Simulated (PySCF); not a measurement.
Isomers of C7H14O3, one GFN2-xTB conformer each. Single-point energies are computed at PBE0/pcSseg-1 (PySCF, gas phase, no added dispersion term), electronic only.

```
                    SMILES  GFN2-xTB relative energy (kJ/mol)
CC[C@@H](C)OC(=O)[C@H](C)O                               55.8
      CCOC(=O)[C@@H](C)OCC                               82.8
         COC(=O)OCC(C)(C)C                                0.0
```

Conformers: `[CH3:1][CH2:2][C@@H:3]([CH3:4])[O:5][C:6](=[O:7])[C@H:8]([CH3:9])[OH:10]` with C1–C2–C3–C4 173°, C2–C3–O5–C6 155°, C3–O5–C6–O7 -1°, O5–C6–C8–C9 -71°, C6–C8–O10–H 20°; `[CH3:1][CH2:2][O:3][C:4](=[O:5])[C@@H:6]([CH3:7])[O:8][CH2:9][CH3:10]` with C1–C2–O3–C4 -84°, C2–O3–C4–O5 -1°, O3–C4–C6–C7 -80°, C4–C6–O8–C9 80°, C6–O8–C9–C10 -71°; `[CH3:1][O:2][C:3](=[O:4])[O:5][CH2:6][C:7]([CH3:8])([CH3:9])[CH3:10]` with C1–O2–C3–O4 1°, O2–C3–O5–C6 178°, C3–O5–C6–C7 -106°.

What does PBE0/pcSseg-1 give for the same structures?

| SMILES | PBE0/pcSseg-1 E (Eh) | PBE0/pcSseg-1 (kJ/mol) | GFN2-xTB (kJ/mol) | point group |
| --- | --- | --- | --- | --- |
| COC(=O)OCC(C)(C)C | -500.24459 | 0.0 | 0.0 | C1 |
| CC[C@@H](C)OC(=O)[C@H](C)O | -500.24407 | 1.4 | 55.8 | C1 |
| CCOC(=O)[C@@H](C)OCC | -500.22225 | 58.7 | 82.8 | C1 |

Both levels put the same isomer lowest; measured from each level's own lowest isomer, the values differ by up to 54.4 kJ/mol (CC[C@@H](C)OC(=O)[C@H](C)O: 55.8 against 1.4). As drawn, the lowest has a quaternary carbon, which the highest lacks. Neighbours under 10 kJ/mol apart (COC(=O)OCC(C)(C)C and CC[C@@H](C)OC(=O)[C@H](C)O) can change places with a better method, another conformer or zero-point energy.

Which frontier levels, dipoles and rotational constants go with these structures?

```
                    SMILES  HOMO (eV, PBE0/pcSseg-1)  LUMO (eV)  dipole (D)       A, B, C (MHz)
         COC(=O)OCC(C)(C)C                     -8.35       1.24        0.44  2954, 677.9, 652.1
CC[C@@H](C)OC(=O)[C@H](C)O                     -7.81       0.14        3.28  2168, 719.5, 676.8
      CCOC(=O)[C@@H](C)OCC                     -7.25       0.28        1.11  1860, 922.7, 761.1
```

As an exercise, what shares would exp(−E/RT) give at 298.15 K from these electronic energies alone (no entropy, no degeneracies)?

RT = 2.479 kJ/mol: COC(=O)OCC(C)(C)C 63.5 %, CC[C@@H](C)OC(=O)[C@H](C)O 36.5 %, CCOC(=O)[C@@H](C)OCC under 0.1 %.
